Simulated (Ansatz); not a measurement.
Ansatz (a program for electronic structure) input (wB97M-V/def2-TZVPD):

Ansatz 0.2 input:
```yaml
crystal:
  periodic: [false, false, false]
  atoms:
    - {symbol: O, position_ang: [0.84597041, -0.68243539, -0.03783429]}
    - {symbol: N, position_ang: [0.21645173, 0.40634314, -0.02885563]}
    - {symbol: O, position_ang: [-1.03536567, 0.32688515, 0.06308297]}
basis:
  gaussian:
    orbitals: def2-TZVPD
hamiltonian:
  xc: {name: wB97M-V}
total_charge: -1
output: {forces: true}
```

Output:

```
Functional definition: wB97M-V
integrals: 0.04 GiB planned
547 factors; their error is unknown
integrals: 0.07 GiB planned
143 factors; integrals over basis functions are off by at most 3.3e-5 eV
mean field: 0.39 GiB planned
mean field evaluation 1: about -5580.7439 eV, gradient 4.0e1 eV
mean field evaluation 2: about -5580.1598 eV, gradient 4.8e1 eV
mean field evaluation 4: about -5583.6510 eV, gradient 1.7e0 eV
mean field evaluation 8: about -5583.6603 eV, gradient 7.1e-2 eV
mean field evaluation 16: about -5583.6698 eV, gradient 9.7e-5 eV
mean field -5583.66976330 eV, -205.1960790539 hartree, gradient 2.5e-5 eV, S^2 0.000000; 0 other end points of the search recorded, 0 dependent functions left out
the calculation of the forces begins
reference -5583.66980853 eV, -205.1960807161 hartree; 12, 12 occupied and 105, 105 virtual orbitals, 547 factors
Total energy: -5583.66980853 eV, -205.1960807161 hartree
Atom 0 at     0.845970    -0.682435    -0.037834 Å, force    -0.342129     0.496627     0.008019 eV/Å
Atom 1 at     0.216452     0.406343    -0.028856 Å, force    -0.259409    -0.486986     0.034582 eV/Å
Atom 2 at    -1.035366     0.326885     0.063083 Å, force     0.601537    -0.009642    -0.042601 eV/Å
Dipole moment:     0.043703     0.082043    -0.005826 e Å
```

It need not be the lowest isomer of its formula. Whether it binds its extra electron was not tested at this geometry.
